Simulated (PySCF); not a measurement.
MCl cations for M along group 13

PBE0 with triple-zeta basis sets in PySCF, for the lowest determinant that a PBE0 search found; no spin–orbit coupling. De refers to high-spin ground-configuration atoms (the charge goes to the atom of lower measured ionisation energy or higher electron affinity, which is not always the lowest computed limit). A positive dipole points towards Cl; it is taken about the centre of mass and depends on that origin.

| M | basis | charged atom | state (unpaired electrons) | Re (Å) | ωe (cm⁻¹) | De (eV) | μ (D) |
| --- | --- | --- | --- | --- | --- | --- | --- |
| B | def2-TZVPPD | B+ | doublet (σ ↑) | 1.596 | 1154 | 4.28 | -2.69 |
| Al | def2-TZVPPD | Al+ | doublet (σ ↑) | 2.024 | 599 | 2.13 | -5.55 |
| Ga | cc-pVTZ-PP/cc-pV(T+d)Z | Ga+ | doublet (σ ↑) | 2.092 | 411 | 0.98 | -2.92 |
| In | cc-pVTZ-PP/cc-pV(T+d)Z | In+ | doublet (σ ↑) | 2.305 | 333 | 0.75 | -2.88 |

The shortest bond is that of BCl⁺ (1.596 Å), the longest that of InCl⁺ (2.305 Å). BCl⁺ is bound most strongly (4.28 eV) and InCl⁺ least (0.75 eV).

The rows differ in basis set, which adds steps of its own.

Down a group the atoms grow and get heavier, so bonds lengthen and wavenumbers fall; this series shows no clear exception.

These are scalar-relativistic numbers at best; spin–orbit coupling would shift them, the dissociation energy most. For an ion De counts to the pair picked by the measured ionisation energies or electron affinities, which need not be the lowest pair at this level. States were picked by a PBE0 search and need not be the measured ground states.
